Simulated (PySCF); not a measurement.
C5H6FOS2 (doublet state).
Cartesian coordinates in Å at the GFN2-xTB level; atoms count from 1:
```xyz
15
C5H6FOS2 angstrom
C      3.214   -1.055   -1.660
C      1.974   -0.626   -1.502
S      1.597    0.905   -0.705
S     -0.403    1.119   -1.075
C     -0.797    0.164    0.423
C      0.312   -0.117    1.080
F      0.430   -0.853    2.188
O     -2.075   -0.167    0.694
C     -3.020    0.879    0.599
H      3.418   -1.992   -2.147
H      4.057   -0.490   -1.304
H      1.106   -1.166   -1.844
H     -3.993    0.423    0.769
H     -2.833    1.649    1.353
H     -2.989    1.334   -0.397
```

The hyperfine couplings belong to this conformer and change with its torsions.

As a line formula: `O(C)/C(SSC=C)=[C]\F` [radical].

The calculation used PySCF 2.14.0, UKS B3LYP, pcH-1 on C F H O S, non-relativistic, mean-field spin-orbit, GIAO. The structure is a single GFN2-xTB conformer in the gas phase; no vibrational or solvent corrections. Couplings are sensitive to structure, and on GFN2-xTB geometries they can be far from those on DFT ones. The SCF solution wasn't tested for stability.

**Question.** Give the principal g shifts and their parts.

**Answer.** 
```csv
Δg (ppm),1,2,3
relativistic mass correction,-256,-256,-256
gauge correction,58,19,38
orbital Zeeman/spin–orbit,-531,869,1761
total,-729,632,1543
```

So g = 2.00159, 2.00295, 2.00386 and g_iso = 2.00280; the tensor is rhombic: the two nearest values differ by 40 % of g3 − g1. 

**Question.** What effective moment and Curie constant follow for a powder?

**Answer.** With the mean of g² = 4.0112 and S(S+1) = 0.75: μ_eff = √(⟨g²⟩S(S+1)) = 1.734 μB and χT = 0.12505·⟨g²⟩·S(S+1) = 0.376 cm³ K/mol (cgs; spin-Hamiltonian part alone).

**Question.** At 9.759 GHz, how far is the centre of the isotropic spectrum from where a free electron (g = 2.002319) resonates?

**Answer.** B = hν/(g μB) with μB/h = 13.99624 MHz/mT gives 348.23 mT for the free electron and 348.14 mT at g_iso, 0.08 mT lower.

**Question.** In a frozen sample, at which fields do the three g values resonate at 9.5, 34, 94 and 263 GHz (hyperfine left aside), and which band first spreads them over more than twice a line width of 1.0 mT?

**Answer.** 
```json
{"band": "X", "GHz": "9.5", "B(g3) mT": "338.72", "B(g2) mT": "338.88", "B(g1) mT": "339.11", "spread mT": "0.38"}
{"band": "Q", "GHz": "34.0", "B(g3) mT": "1212.27", "B(g2) mT": "1212.82", "B(g1) mT": "1213.65", "spread mT": "1.38"}
{"band": "W", "GHz": "94.0", "B(g3) mT": "3351.57", "B(g2) mT": "3353.10", "B(g1) mT": "3355.38", "spread mT": "3.80"}
{"band": "J", "GHz": "263.0", "B(g3) mT": "9377.27", "B(g2) mT": "9381.53", "B(g1) mT": "9387.91", "spread mT": "10.64"}
```

The spread grows in proportion to the frequency. W band is the first where it exceeds 2.0 mT.

The Mulliken spin populations are largest on C6 (+0.77), S3 (+0.20), F7 (+0.07) and C5 (-0.06).

The HOMO–LUMO gaps are 3.94 eV among the α and 3.66 eV among the β orbitals.

The run took 3.0 min wall (with the writing of density and orbital grids) on Arm Neoverse V1, one thread, no GPU, shared host with 32 logical CPUs at a one-minute load of 28, and the process peaked at 1.2 GiB of memory.
